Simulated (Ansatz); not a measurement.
Single points on the cluster Al₃B⁻.

```yaml
crystal:
  periodic: [false, false, false]
  atoms:
    - {symbol: B, position_ang: [1.385439, 0.436459, -0.717701]}
    - {symbol: Al, position_ang: [2.162777, -1.136707, -1.789921]}
    - {symbol: Al, position_ang: [-0.076242, -0.151655, 0.476014]}
    - {symbol: Al, position_ang: [1.095827, 2.384503, -1.309392]}
basis:
  gaussian: {orbitals: def2-TZVPD, initial_orbitals: start.molden}
total_charge: -1
magnetization: {spin_polarized: true, initial_magnetization: 1}
hamiltonian: {xc: pbe}
correlation: {method: rpa}
scf: {omitted_lower_state_checks: [starts]}
```

The file start.molden holds the orbitals of an earlier run on this structure, at another level or in another basis.

```sh
$ ansatz run in.yaml --threads 4 --pin off --events-out ev --progress --plain --max-ram 3916MiB
```

It prints (some lines left out):

```
Functional definition: PBE
1042 factors; integrals over basis functions are off by at most 5.9e-4 eV
mean field evaluation 1: about -20454.1135 eV, gradient 7.6e0 eV
mean field evaluation 2: about -20454.2106 eV, gradient 1.9e-1 eV
mean field evaluation 4: about -20454.2137 eV, gradient 1.3e-2 eV
mean field evaluation 8: about -20454.2137 eV, gradient 2.1e-6 eV
mean field -20454.21368497 eV, -751.6784885585 hartree, gradient 2.1e-6 eV, S^2 0.764383; 0 other end points of the search recorded, 0 dependent functions left out
16 core orbitals not correlated: weight in the atoms' cores, before any rotation towards them, 1.000 or more for the frozen orbitals, at most 0.000 for the correlated occupied ones
reference -20417.34232774 eV, -750.3234911728 hartree; 7, 6 occupied and 143, 144 virtual orbitals, 1042 factors
Total energy: -20432.79640360 eV, -750.8914179855 hartree
Checks for a lower state left out: starts
```

It took 3.6 s on 4 threads of Arm Neoverse V1 on a shared host.

As the first input, with `correlation: {method: mp2}`, `output: {orbitals: {seedname: orbitals}}` and without the key `hamiltonian` (abridged; 2.8 s):

```
Functional definition: HF
mean field -20418.87151276 eV, -750.3796876859 hartree, gradient 7.5e-6 eV, S^2 1.425444
16 core orbitals not correlated: weight in the atoms' cores, before any rotation towards them, 1.000 or more for the frozen orbitals, at most 0.000 for the correlated occupied ones
second order -7.30329031 eV of doubles, -0.00000000 eV of singles
Total energy: -20426.17480308 eV, -750.6480786545 hartree
Checks for a lower state left out: starts
```

As the first input, with `gaussian: {orbitals: STO-3G}`, `hamiltonian: {xc: hf}`, `output: {orbitals: {seedname: orbitals}}` and without the key `correlation` (abridged; 0.15 s):

```
Functional definition: HF
mean field evaluation 16: about -20159.6963 eV, gradient 2.7e-5 eV
mean field -20159.69627733 eV, -740.8551734591 hartree, gradient 2.7e-5 eV, S^2 0.779568
Total energy: -20159.69627733 eV, -740.8551734591 hartree
Checks for a lower state left out: starts
```

As the first input, with `hamiltonian: {xc: pbe, dispersion: d4}`, `output: {forces: true, orbitals: {seedname: orbitals}}` and without the key `correlation` (abridged; 4.4 s):

```
Functional definition: PBE
mean field evaluation 16: about -20454.2137 eV, gradient 5.5e-6 eV
mean field -20454.21369524 eV, -751.6784889361 hartree, gradient 5.5e-6 eV, S^2 0.764383
Total energy: -20454.48927828 eV, -751.6886164259 hartree
Atom 0 force     0.044471     0.026130     0.046214 eV/Å
Atom 1 force    -0.023338    -0.032398    -0.005913 eV/Å
Atom 2 force     0.012786     0.008432    -0.045458 eV/Å
Atom 3 force    -0.033919    -0.002164     0.005157 eV/Å
Dipole moment:    -0.216546    -0.083752     0.176019 e Å
Checks for a lower state left out: starts
```

First input, but with `hamiltonian: {xc: {name: r2SCANh}, dispersion: d4}`, `output: {orbitals: {seedname: orbitals}}` and without the key `correlation` (abridged; 16 s):

```
Functional definition: r2SCANh
mean field -20463.05540796 eV, -752.0034158853 hartree, gradient 1.4e-5 eV, S^2 0.842206
Total energy: -20463.11433535 eV, -752.0055814269 hartree
Checks for a lower state left out: starts
```

First input, but with `hamiltonian: {xc: {name: PBE-QIDH}}` and without the key `correlation` (abridged; 11 s):

```
Functional definition: PBE-QIDH
mean field -20444.74549528 eV, -751.3305390054 hartree, gradient 5.1e-7 eV, S^2 0.928070
16 core orbitals not correlated: weight in the atoms' cores, before any rotation towards them, 1.000 or more for the frozen orbitals, at most 0.000 for the correlated occupied ones
second order -9.55697986 eV of doubles, -0.00000000 eV of singles
Total energy: -20447.93116751 eV, -751.4476103005 hartree
Checks for a lower state left out: starts
```

The first input with `gaussian: {orbitals: def2-SVPD, initial_orbitals: start.molden}`, `hamiltonian: {xc: pbe, dispersion: d4}`, `output: {orbitals: {seedname: orbitals}}` and without the key `correlation` (abridged; 1.6 s):

```
Functional definition: PBE
mean field -20446.65420223 eV, -751.4006826919 hartree, gradient 5.2e-6 eV, S^2 0.763241
Total energy: -20446.92978329 eV, -751.4108101093 hartree
Checks for a lower state left out: starts
```

Geometry: B3LYP-D4/def2-TZVPD.

Correlated methods freeze 16 core orbitals. At MP2/def2-TZVPD, r2SCANh-D4/def2-TZVPD, PBE-QIDH/def2-TZVPD the charge -1 doublet is spin-contaminated (final ⟨S²⟩ up to 1.43, 0.75 for a pure state). At HF/STO-3G, PBE-D4/def2-SVPD the highest occupied level of the charge -1 doublet lies above zero (up to 6.34 eV). In Hartree–Fock with STO-3G the lack of diffuse functions raises the level. By energy differences its removal costs 2.03 eV (vertical, to the charge 0 triplet, at PBE0-D4/def2-TZVPD). The structure comes from a short search, and lower isomers may exist.
